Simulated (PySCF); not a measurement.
## MH3+ across the 5d metals

Level: PBE0, basis family def2-TZVP, scalar-relativistic core potentials from Rb on and no relativity for lighter atoms.

Each entry is the lowest minimum that a search over a few typed start shapes (and spin states, where more than one is plausible) found, or that minimum re-optimised at the stated level; isomers with ligand–ligand bonds, or fragments after loss of a ligand pair, can lie lower. Open shells are unrestricted; no spin–orbit coupling; PySCF with density fitting.

Problem. Order by mean bond length to the first atom of the formula (for M2X and M3X the non-metal), shortest first (Å).
A. HfH₃⁺
B. ReH₃⁺
C. OsH₃⁺
D. PtH₃⁺
E. WH₃⁺

Solution. D (1.510), C (1.573), B (1.630), E (1.677), A (1.787).

Problem. Give point groups and multiplicities.

Solution. HfH₃⁺ C3v singlet, WH₃⁺ Cs triplet, ReH₃⁺ C3v quartet, OsH₃⁺ Cs triplet, PtH₃⁺ C3v singlet.

The bond shortens at every step; the largest change, -0.110 Å, falls between HfH₃⁺ and WH₃⁺ among the members listed.

The shape changes along the series: C3v for HfH₃⁺; Cs for WH₃⁺; C3v for ReH₃⁺; Cs for OsH₃⁺; C3v for PtH₃⁺.

Spin–orbit coupling can matter for HfH₃⁺, WH₃⁺, ReH₃⁺, OsH₃⁺, PtH₃⁺.

Left out of the table are members whose search was unfinished or whose lowest solution was spin-contaminated, unstable, very soft or bonded differently.

Open d and f shells are single-determinant solutions and may miss the true ground state.
